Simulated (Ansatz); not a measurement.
Geometry optimisation, RKS PBE-D4/def2-SVP in Ansatz.

The input (input.yaml):

```yaml
crystal:
  periodic: [false, false, false]
  atoms:
    - { symbol: Al, position_ang: [-1.511976, -0.42318, -1.311391] }
    - { symbol: "N", position_ang: [0.610836, -1.179529, 0.952082] }
    - { symbol: H, position_ang: [-0.579619, -0.923745, -2.500056] }
    - { symbol: H, position_ang: [-2.775384, -1.154558, -0.681329] }
    - { symbol: H, position_ang: [0.217321, 2.026611, 0.38831] }
    - { symbol: F, position_ang: [-1.348084, 1.271123, -0.916891] }
    - { symbol: H, position_ang: [0.987939, -0.236101, 1.100045] }
    - { symbol: O, position_ang: [1.155312, 1.976486, 0.651905] }
    - { symbol: H, position_ang: [0.254313, -1.51994, 1.852772] }
    - { symbol: H, position_ang: [1.392214, -1.78802, 0.68206] }
    - { symbol: H, position_ang: [1.596927, 1.950853, -0.217507] }
basis:
  gaussian: { orbitals: def2-SVP }
hamiltonian:
  xc: pbe
  dispersion: d4
relax:
  f_tol: 0.03
  max_steps: 50
output:
  orbitals: {}
```

Command:

```bash
$ ansatz run input.yaml --threads 2 --pin off --max-ram 3072MiB --backend cpu --events-out ev --progress --plain --runs-dir out
```

Task: Where does it end, and by what steps?

Result: It converged. After 9 steps the energy has fallen by 1.308 eV; Al1 moved furthest, 0.65 Å. Joined: Al1–N2.

```json
{"step": "0", "energy less start (eV)": "0.0000", "largest force component (eV/Å)": "0.889", "accepted": "yes"}
{"step": "1", "energy less start (eV)": "-0.2852", "largest force component (eV/Å)": "0.554", "accepted": "yes"}
{"step": "2", "energy less start (eV)": "-0.5816", "largest force component (eV/Å)": "0.496", "accepted": "yes"}
{"step": "3", "energy less start (eV)": "-0.9435", "largest force component (eV/Å)": "0.774", "accepted": "yes"}
{"step": "4", "energy less start (eV)": "-1.2083", "largest force component (eV/Å)": "0.994", "accepted": "yes"}
{"step": "5", "energy less start (eV)": "-1.2609", "largest force component (eV/Å)": "0.314", "accepted": "yes"}
{"step": "6", "energy less start (eV)": "-1.2975", "largest force component (eV/Å)": "0.321", "accepted": "yes"}
{"step": "7", "energy less start (eV)": "-1.3006", "largest force component (eV/Å)": "0.169", "accepted": "yes"}
{"step": "8", "energy less start (eV)": "-1.3067", "largest force component (eV/Å)": "0.056", "accepted": "yes"}
{"step": "9", "energy less start (eV)": "-1.3075", "largest force component (eV/Å)": "0.025", "accepted": "yes"}
```

```xyz
11
Properties=species:S:1:pos:R:3
Al -1.090 -0.541 -0.835
N 0.288 -0.941 0.614
H -0.252 -0.854 -2.171
H -2.406 -1.350 -0.405
H 0.196 1.778 0.216
F -1.214 1.171 -0.527
H 0.817 -0.027 0.736
O 1.106 1.687 0.612
H -0.102 -1.204 1.530
H 0.963 -1.671 0.349
H 1.693 1.953 -0.120
```

Run time: 23 s on 2 threads of AMD EPYC 7R43 64-Core Processor (Zen 3), on a shared host, peak memory 0.16 GiB.
